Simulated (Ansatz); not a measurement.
Consider the redistribution: `ClB(Cl)Br` + `F[C@H]1B[C@@H]1F` → `FB(Cl)Br` + `F[C@H]1B[C@@H]1Cl`.

Isolated molecules relaxed with PBE0-D4/def2-TZVP in Ansatz; ΔE leaves out vibrations. CBS: MP2 limit from def2 TZ/QZ plus the TZ coupled-cluster correction, frozen cores. Functionals use def2-TZVPP. B3LYP here is the variant with VWN-RPA as its local correlation; programs differ in this. HSE06 is defined as in plane-wave codes. For Br outer-core shells are correlated without core-valence functions, which leaves a few kJ/mol of doubt a bond. Scalar relativity is left out up to krypton.

**Question.** Is it downhill or uphill in electronic energy at CCSD(T)/CBS, and by how much? (Best estimate.)

**Answer.** The calculation gave: Downhill: ΔE = -0.96 eV.

**Question.** What do these levels give: LDA (SPW92), revPBE-D4, B3LYP-D4, ωB97M-V, PBE-QIDH, PBE, r2SCANh, HSE06, HF/def2-SVP, MP2/def2-TZVPP, SCS-MP2/def2-TZVPP, HF/def2-QZVPP? (An estimate is asked.)

**Answer.** Ansatz gave: LDA (SPW92) -0.85, revPBE-D4 -0.85, B3LYP-D4 -0.93, ωB97M-V -0.93, PBE-QIDH -0.94, PBE -0.85, r2SCANh -0.92, HSE06 -0.89, HF/def2-SVP -0.89, MP2/def2-TZVPP -0.97, SCS-MP2/def2-TZVPP -0.97, HF/def2-QZVPP -1.03 eV.

Largest T1 diagnostic among the species: 0.012.

Leaving LDA and LC-ωPBE aside and taking each functional with its dispersion term where it has one, the values, not all of them listed here, spread over 0.11 eV, from BHLYP-D4 to PBE-D4. From PBE to PBE0 (25 % exact exchange), in def2-TZVPP and without D4, ΔE moves by −0.04 eV.
